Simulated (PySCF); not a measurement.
**A small calculation by hand: chemical shift, span and skew from a shielding tensor**

Si(NMe2)(SiH3) (C2H9NSi2), SMILES CN(C)[Si][SiH3] (connectivity only; charge and spin as stated), neutral, multiplicity 1. Atoms are numbered in the order given.

```xyz
14

Si     1.1618    -0.1386     0.0000
N     -0.0732     1.0693     0.0000
C      0.3426     2.4699     0.0000
C     -1.5229     0.9482     0.0000
H     -0.0416     2.9950     0.8931
H     -0.0416     2.9950    -0.8931
H      1.4401     2.5385     0.0000
H     -1.9555     1.4370    -0.8917
H     -1.9555     1.4370     0.8917
H     -1.8420    -0.1011     0.0000
Si    -0.1986    -2.1154     0.0000
H      0.6780    -3.3278     0.0000
H     -1.0860    -2.2056     1.2062
H     -1.0860    -2.2056    -1.2062
```

Geometry optimised at ωB97X-D3(BJ)/def2-SVP. One conformer was computed; it need not be the lowest.

GIAO shieldings from PySCF with KT2/pcSseg-1, non-relativistic, no solvent. The symmetric part of the tensor of N2 has the principal values -177.2, 94.8, 215.1 ppm. The same nucleus in NH3 has σ = 266.2 ppm at this level (PySCF, at its B3LYP-D3(BJ)/def2-TZVP geometry).

Task: Work out the isotropic shielding, the ¹⁵N shift against NH3, the span and the skew.

Result: 
σ(iso) = (σ11 + σ22 + σ33)/3 = 44.2 ppm. δ = σ(ref) − σ(iso) = 266.2 − (44.2) = 222.0 ppm.
Span Ω = σ33 − σ11 = 392.3 ppm. Skew κ = 3(σ(iso) − σ22)/Ω = -0.39. Tumbling in solution averages the tensor to δ; in a static solid the shielding alone would spread this spin-1/2 line over Ω.
